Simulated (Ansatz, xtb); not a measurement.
**Ranking isomers of H2N3Se+**

3 gas-phase structures of H2N3Se+, found in a search over its isomers (lower ones may exist). Each was relaxed with GFN2-xTB:

A. `[H]/N=N/[Se+]=N/[H]`, a singlet
B. `N#[N+][Se]N`, a singlet
C. a singlet given by its coordinates

C (Å):

```xyz
6

N    -1.5206   -0.2334   -0.1174
N     0.5427    0.8301    1.7672
N     0.1895   -0.0888    2.3256
Se    0.0919   -0.6279    0.2448
H    -1.7785    0.5544   -0.7063
H    -2.3066   -0.8211    0.1493
```

Close contacts (Å): N1–Se4 1.70, N2–N3 1.13, N2–Se4 2.16, N3–Se4 2.15, N1–H5 1.02, N1–H6 1.02.

Question: Make a reasoned guess at their ranking by r2SCAN-D4/def2-SVP single-point energy.

Answer: Calculated order at r2SCAN-D4/def2-SVP: B (0.0), C (7.1), A (64.7) kcal/mol.

Energies above the lowest of each column, in kcal/mol:

```
structure  GFN2-xTB  HF/STO-3G  r2SCAN-D4/def2-SVP
        B       0.0        0.0                 0.0
        C      17.7       18.2                 7.1
        A      31.7      119.7                64.7
```

Every level run on B puts it lowest or level with the lowest. Some further structures that were screened fall inside this span and aren't listed. Flexible structures stand in one conformer each, not always the lowest. No reliable frequencies are at hand for these structures.

Programs: Ansatz 0.2.0, xtb 6.7.1.
